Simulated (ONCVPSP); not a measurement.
nitrogen (N): excitation energies, all-electron against ONCV

* Element: nitrogen
* Generator: ONCVPSP 4.0.1
* Type: optimised norm-conserving Vanderbilt (ONCV)
* Functional: LDA (Perdew-Zunger)
* Relativity: scalar-relativistic
* Frozen core: [He]
* Valence charge: 5
* Reference configuration: 2s2 2p3
* Partial waves: 2s: rc 0.75 bohr, ncon 3, nbas 7, qcut 7.4 1/bohr, 2 projectors, debl 1 Ha; 2p: rc 1.50 bohr, ncon 5, nbas 10, qcut 7.9 1/bohr, 2 projectors, debl 1.5 Ha; d scattering state at 0.38 Ha: rc 1.45 bohr, ncon 3, nbas 7, qcut 7.3 1/bohr, 2 projectors, debl 3.1 Ha
* Local potential: polynomial inside 0.60 bohr (lpopt 2, dvloc0 0 Ha)
* Core correction: Teter function, fcfact 4, rcfact 1.55

Energies are relative to the spin-unpolarised reference configuration 2s2 2p3; without spin polarisation the order of configurations can differ from experiment.

```tsv
valence configuration	charge	ΔE all-electron (eV)	error AE − PS (meV)
2s2 2p2	+1	13.732	+13
2s2 2p1	+2	42.701	+117
2s2 2p0	+3	89.866	+484
```

(1) What are ΔE and the potential's error for 2s2 2p2.5?

Levels in the configuration 2s2 2p1:

```csv
level,all-electron (eV),pseudo (eV)
2s,-48.893,-48.823
2p,-37.616,-37.417
```

Answers

(1) ΔE = 5.167 eV all-electron; the error (AE − PS) is +1.9 meV.
